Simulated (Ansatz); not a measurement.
Cl2Pb, charge +1, doublet, at a GFN2-xTB geometry (such geometries of metal compounds can be far from the true shape) (a state made from the parent by changing its charge; the spin is typed, not shown lowest) (core potentials on Pb); Ansatz (a first-principles code) with BHLYP/def2-SVPD.

The Ansatz input:
Ansatz 0.2 input:
```yaml
crystal:
  periodic: [false, false, false]
  atoms:
    - {symbol: Pb, position_ang: [0.01015581, -0.01565948, 0.63472292]}
    - {symbol: Cl, position_ang: [0.88949124, 1.05107845, -1.52042667]}
    - {symbol: Cl, position_ang: [-0.93847809, -0.97554448, -1.54117802]}
basis:
  gaussian:
    orbitals: def2-SVPD
hamiltonian:
  xc: {name: BHLYP}
total_charge: 1
magnetization: {spin_polarized: true, initial_magnetization: 1}
```

What the program printed (banner, timings and long lists left out):

```
Functional definition: BHLYP
911 factors; integrals over basis functions are off by at most 1.8e-4 eV
mean field evaluation 1: about -30265.3938 eV, gradient 3.2e1 eV
mean field evaluation 2: about -30217.9021 eV, gradient 8.6e1 eV
mean field evaluation 4: about -30276.0060 eV, gradient 3.0e0 eV
mean field evaluation 8: about -30276.1594 eV, gradient 2.7e-1 eV
mean field evaluation 16: about -30276.1603 eV, gradient 1.1e-3 eV
mean field evaluation 32: about -30274.0452 eV, gradient 2.2e-5 eV
mean field -30276.16027239 eV, -1112.6283680917 hartree, gradient 5.0e-5 eV, S^2 0.760144; 3 other end points of the search recorded, 0 dependent functions left out
reference -30276.16042476 eV, -1112.6283736912 hartree; 28, 27 occupied and 58, 59 virtual orbitals, 911 factors
Total energy: -30276.16042476 eV, -1112.6283736912 hartree
```
